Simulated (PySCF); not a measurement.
## From computed data to an observable: entropy of an ideal gas

NbF4, SMILES [F][Nb+]([F])([F])[F], charge +1, multiplicity 1.

Geometry: PBE0-D3(BJ)/def2-SVP. The spin state was assumed, not searched. The isomer is the one that the SMILES or the coordinates give; other isomers of the formula were not compared. The def2 effective core potentials stand for the cores of Nb; spin–orbit coupling is left out.

PBE0-D3(BJ)/def2-SVP run with PySCF gives the harmonic wavenumbers 189, 189, 190, 190, 190, 801, 843, 843, 843 cm⁻¹ and the rotational temperatures 0.1499, 0.1499, 0.1499 K. The molar mass is 168.90 g/mol, the symmetry number 12, the spin multiplicity 1.

Q: Work out the entropy at 298.15 K and 1 atm in the rigid-rotor, harmonic-oscillator model.

A: 
Translation (Sackur–Tetrode at 1 atm): S = R[1.5 ln M + 2.5 ln T − 1.16487] = 172.7 J/(mol K).
Rotation: q = (√π/σ) T^1.5/√(θA θB θC) = 13100, S = R[ln q + 3/2] = 91.3 J/(mol K).
Vibration: with u = 1.4388 ν/T, each mode gives R[u/(e^u − 1) − ln(1 − e^−u)]:
| ν (cm⁻¹) | modes | u | S (J/(mol K)) |
|---|---|---|---|
| 189 | 2 | 0.91 | 18.72 |
| 190 | 3 | 0.92 | 27.96 |
| 801 | 1 | 3.87 | 0.86 |
| 843 | 3 | 4.07 | 2.20 |
These are all the modes. Sum 49.7 J/(mol K).
Spin: R ln 1 = 0.0 J/(mol K).
Total 313.8 J/(mol K); the program's own thermochemistry gives 313.7. Translation makes up 55 % and vibration 16 %. Anharmonicity, hindered rotation and orbital degeneracy are left out.
